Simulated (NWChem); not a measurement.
CH₂ClNO₂Si; SMILES O=C=N[Si@@H](O)Cl

```xyz
8

O      2.8538    -1.1020     1.2948
C      1.8215    -0.9050     0.7689
N      0.7578    -0.7269     0.2366
Si    -0.6602    -0.2454    -0.5805
O     -2.0008    -0.8939     0.1094
Cl    -0.7209     1.8252    -0.5311
H     -0.6388    -0.7000    -1.9739
H     -2.1944    -0.6857     1.0347
```
Atoms are numbered in this order, from 1.

Results from NWChem. Pople sets run with spherical d functions. Structure relaxed at the B3LYP/6-31G* (spherical d) level. GIAO values for the isolated, static molecule; σ is the absolute isotropic shielding, δ = σ(reference) − σ with the isolated reference molecule computed at the same levels (13C: tetramethylsilane, 1H: tetramethylsilane, 15N: ammonia, 17O: water, 29Si: tetramethylsilane).

| level | δ C2 (ppm) | δ N3 (ppm) | δ Si4 (ppm) | δ O5 (ppm) | σ Cl6 (ppm) | δ H7 (ppm) | δ H8 (ppm) |
|---|---|---|---|---|---|---|---|
| Hartree-Fock/6-31G* | 122.5 | 31.3 | -39.1 | 39.3 | 942.8 | 4.94 | 2.68 |
| PBE/pcSseg-1 | 121.3 | 65.4 | -55.3 | 84.0 | 813.4 | 5.14 | 2.59 |
| B3LYP/6-311G** | 123.8 | 63.8 | -53.2 | 80.3 | 833.1 | 4.99 | 2.53 |
| PBE0/pcSseg-1 | ___ | ___ | ___ | ___ | ___ | 4.96 | 2.69 |

Question: Some entries are withheld; supply them.

Answer: 
- PBE0/pcSseg-1, δ C2 (ppm): 127.0
- PBE0/pcSseg-1, δ N3 (ppm): 59.5
- PBE0/pcSseg-1, δ Si4 (ppm): -51.2
- PBE0/pcSseg-1, δ O5 (ppm): 73.3
- PBE0/pcSseg-1, σ Cl6 (ppm): 846.8
